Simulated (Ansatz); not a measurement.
Relaxation of H$_{7}$IN$_{2}$Si$_{2}$ (12 atoms, charge 0, multiplicity 1), to a largest force component of 0.015 eV/Å in at most 40 steps.

Computed with RKS PBE0-D4/def2-SVP in Ansatz 0.2.0.

```xyz
12
Properties=species:S:1:pos:R:3
N 1.132 -1.483 0.318
Si 0.389 0.086 0.094
N 0.485 0.079 -1.608
Si -1.657 0.411 0.962
I 1.988 1.734 0.861
H 1.808 -1.372 1.013
H 0.391 -2.039 0.707
H 0.122 0.934 -1.981
H 1.503 0.169 -1.810
H -2.666 -0.647 0.496
H -1.736 0.369 2.475
H -2.246 1.729 0.545
```

Task: Where does it end, and by what steps?

Result: The run converged. After 12 steps the energy has fallen by 0.837 eV; H7 moved furthest, 0.76 Å.

```csv
step,energy less start (eV),largest force component (eV/Å),accepted
0,0.0000,2.094,yes
1,-0.5794,1.166,yes
2,-0.6670,1.169,yes
3,-0.7082,0.786,yes
4,-0.8074,0.210,yes
5,-0.7606,0.496,no
6,-0.8279,0.112,yes
7,-0.8339,0.058,yes
8,-0.8354,0.104,yes
9,-0.8362,0.094,yes
10,-0.8361,0.203,no
11,-0.8368,0.018,yes
12,-0.8369,0.008,yes
```

```xyz
12
Properties=species:S:1:pos:R:3
N 1.240 -1.407 0.529
Si 0.466 0.074 0.126
N 0.416 0.149 -1.586
Si -1.689 0.517 0.940
I 1.884 1.790 1.268
H 1.703 -1.520 1.422
H 0.872 -2.280 0.168
H -0.150 0.851 -2.050
H 1.262 -0.052 -2.111
H -2.661 -0.530 0.485
H -1.663 0.528 2.434
H -2.166 1.848 0.449
```

Whether the end is a true minimum wasn't checked by a vibrational analysis.

Time of the run: 52 s on 2 threads of Intel(R) Xeon(R) Platinum 8488C (Sapphire Rapids), with other jobs on the host, peak memory 0.36 GiB.
